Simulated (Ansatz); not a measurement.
Consider the formal exchange of groups at a Te–B bond: `C[Te]B(O)O` + `C#C[SiH3]` → `C#C[SiH2][Te]C` + `OBO`.

Computed with Ansatz on PBE0-D4/def2-TZVP structures; ΔE is electronic, products minus reactants. CCSD(T)/CBS adds triple-zeta CCSD(T) − MP2 to the extrapolated MP2 energy (def2 sets, frozen cores). This one scheme is used for every species. Functionals use def2-TZVPP. Elements past krypton have def2 core potentials. For Te outer-core shells are correlated without core-valence functions, which leaves a few kJ/mol of doubt a bond. Each species was taken in one conformer, which may not be the lowest.

`C[Te]B(O)O`:

Z-matrix (Å, degrees):
```
C
Te 1 2.142
H 1 1.086 2 109.1
H 1 1.088 2 107.1 3 -119.5
H 1 1.086 2 109.1 3 120.9
B 2 2.177 1 95.1 3 -60.5
O 6 1.356 2 117.9 1 -0.1
O 6 1.364 2 123.1 1 179.9
H 7 0.963 6 111.8 2 -180.0
H 8 0.958 6 115.2 2 -0.1
```

`C#C[SiH3]`:

Cartesian coordinates in Å:
```
C -0.636 0.178 -1.846
C -0.245 0.069 -0.711
Si 0.346 -0.097 1.006
H -0.982 0.274 -2.850
H 1.607 0.669 1.166
H -0.682 0.436 1.932
H 0.592 -1.529 1.304
```

`C#C[SiH2][Te]C`:

Cartesian coordinates in Å:
```
C -0.271 2.467 0.683
C 0.333 1.665 0.014
Si 1.202 0.400 -0.970
Te 1.191 -1.761 0.249
C -0.942 -1.754 0.510
H -0.797 3.183 1.273
H 0.514 0.301 -2.281
H 2.620 0.788 -1.168
H -1.180 -2.601 1.149
H -1.236 -0.825 0.994
H -1.433 -1.864 -0.454
```

`OBO`:

```xyz
6

O    -0.876    0.647   -0.096
B     0.272   -0.080   -0.212
O     0.667   -0.863    0.819
H    -1.073    1.168   -0.876
H     0.949   -0.053   -1.199
H     0.060   -0.819    1.565
```

Q: Is it downhill or uphill in electronic energy at CCSD(T)/CBS, and by how much? (Estimate.)

A: The calculation gave: Downhill: ΔE = -6.0 kcal/mol.

Q: What do these levels give: ωB97X-V, MP2/def2-TZVPP, SCS-MP2/def2-TZVPP, HF/def2-QZVPP, SCS-MP2/def2-QZVPP, HF/CBS(def2)? (An estimate is asked.)

A: Ansatz gave: ωB97X-V -5.4, MP2/def2-TZVPP -5.8, SCS-MP2/def2-TZVPP -5.4, HF/def2-QZVPP -5.5, SCS-MP2/def2-QZVPP -6.1, HF/CBS(def2) -5.5 kcal/mol.

Largest T1 diagnostic among the species: 0.013.

The D4 term adds −0.8 kcal/mol with B3LYP and −0.5 kcal/mol with PBE0; it sums over pairs of atoms, weighted by their polarisabilities, and B3LYP, whose exchange is more repulsive, gets the larger term.

B3LYP here is the variant with VWN-RPA as its local correlation; programs differ in this.
